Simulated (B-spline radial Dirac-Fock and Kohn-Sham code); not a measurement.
## How the levels of indium move as electrons are removed

Calculated with an atomic code on a B-spline grid, using Dirac-Fock (average of configuration) total-energy differences with a finite nucleus, the Breit interaction including its frequency dependence, and self-energy and vacuum-polarisation corrections. Each ion is free and in its tabulated ground configuration. No correlation.

Reference: In⁶⁺, [Kr] 4d7, with M1 (3s) 935.4 eV, M2 (3p1/2) 812.1 eV, M5 (3d5/2) 549.5 eV, N2 (4p1/2) 186.3 eV, N4,5 (4d) 111.5 eV, Kα1 (K-L3) 24207.7 eV, Kβ1 (K-M3) 27273.4 eV, Lα1 (L3-M5) 3289.8 eV. Shifts from it, in eV (a dash: the subshell is empty, belongs to an open shell averaged over j, or its hole state is left out as unreliable):

```csv
ion,configuration,M1 (3s),M2 (3p1/2),M5 (3d5/2),N2 (4p1/2),"N4,5 (4d)",Kα1,Kβ1,Lα1
In⁷⁺,[Kr] 4d6,+24.9,+24.9,+24.9,+21.1,+20.8,-0.21,+0.68,+0.85
In⁸⁺,[Kr] 4d5,?,?,?,?,?,?,?,?
In⁹⁺,[Kr] 4d4,+78.2,+78.2,+78.2,+65.7,+64.9,-0.62,+2.62,+3.14
In¹⁰⁺,[Kr] 4d3,+106.6,+106.7,+106.6,+89.1,+88.1,-0.80,+3.90,+4.58
```

Q: Give the missing shifts for In⁸⁺.

A: M1 (3s) +50.9, M2 (3p1/2) +51.0, M5 (3d5/2) +50.9, N2 (4p1/2) +43.1, N4,5 (4d) +42.4, Kα1 -0.42, Kβ1 +1.55, Lα1 +1.90 (eV).

Over this range M1 (3s) moves by +106.6 eV and Kα1 by -0.8 eV: a line is a difference of two levels that shift in the same direction.
